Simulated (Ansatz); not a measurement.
Two isomers of C2H6FNSi: A = `CN1[SiH2]C1F`, B = `FC/C=N\[SiH3]`.

Computed with Ansatz on PBE0-D4/def2-TZVP structures; ΔE is electronic, products minus reactants. CCSD(T)/CBS is the MP2 limit (def2-TZVPP, def2-QZVPP) plus CCSD(T) − MP2 in def2-TZVPP, frozen cores. DFT in def2-TZVPP. B3LYP here is the variant with VWN-RPA as its local correlation; programs differ in this. Each species was taken in one conformer, which may not be the lowest.

Task: Which is lower in electronic energy at CCSD(T)/CBS, and by how much? (Best estimate.)

Result: Computed: B, by 16.7 kcal/mol.

Task: Give E(B) − E(A) in kcal/mol with HF/def2-TZVPP, CCSD/def2-TZVPP, CCSD(T)/def2-TZVPP, PBE0-D4, B3LYP-D4, ωB97M-V, MP2/def2-TZVPP. (Estimate.)

Result: Computed: HF/def2-TZVPP -25.2, CCSD/def2-TZVPP -18.2, CCSD(T)/def2-TZVPP -17.7, PBE0-D4 -12.2, B3LYP-D4 -17.3, ωB97M-V -15.4, MP2/def2-TZVPP -15.4. None reverses the order clearly.

Largest T1 diagnostic: 0.013.

In def2-TZVPP, CCSD(T) changes the Hartree–Fock value by +7.5 kcal/mol (the triples alone add +0.5 kcal/mol) and MP2 by +9.8 kcal/mol.
